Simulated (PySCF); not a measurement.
Orbital picture of MgI

PBE0 at R = 2.627 Å; PySCF, scalar-relativistic core potentials, basis sets Mg def2-SVPD, I def2-SVPD with ECP28. State: quartet, unpaired electrons σ ↑, π ↑↑, a mixture of terms (⟨Lz²⟩ = 2.0), a second solution, started from another occupation. Only the outer orbitals are listed, counted within each symmetry, core potentials removing the inner ones.

```csv
spin,orbital,occ.,ε (eV),on Mg (%),main shells (%)
α,7σ,1,-21.58,3,96 I s
α,4π,1,-10.79,2,98 I p
α,8σ,1,-10.76,13,"86 I p, 10 Mg s"
α,4π,1,-9.64,2,98 I p
α,9σ,1,-5.49,95,88 Mg s
α,5π,1,-2.87,92,"92 Mg p, 9 I d"
α,5π,0,-1.24,94,"94 Mg p, 8 I d"
α,10σ,0,-0.52,108,"94 Mg p, 23 I p, 14 Mg s"
α,6π,0,0.68,32,"58 I p, 31 Mg p, 10 I d"
β,7σ,1,-20.35,3,97 I s
β,8σ,1,-10.08,12,87 I p
β,4π,1,-9.22,2,98 I p
β,4π,0,-6.83,2,98 I p
β,9σ,0,-2.21,101,102 Mg s
β,5π,0,-0.12,82,"81 Mg p, 18 I d"
```

Problem. Which are the highest filled and the lowest empty level, where do they sit, and how wide is the gap?

Solution. Highest filled α 5π at -2.87 eV (in %: 92 Mg p, 9 I d); lowest empty β 4π at -6.83 eV (in %: 98 I p); the gap at PBE0 is -3.96 eV.

```
bond order (Mayer)                              : 0.58
⟨S²⟩                                            : 3.752
charge on Mg (Mulliken, basis-dependent)        : -0.25
charge on Mg (Löwdin, basis-dependent)          : -0.26
dipole moment (positive dipole means Mg(−)I(+)) : 3.20 D
```

Shares are Mulliken populations and can fall outside 0 to 100 %.

Spin–orbit coupling is left out. Counting both spins, an empty level lies below a filled one in this solution, because spin and occupation are held.
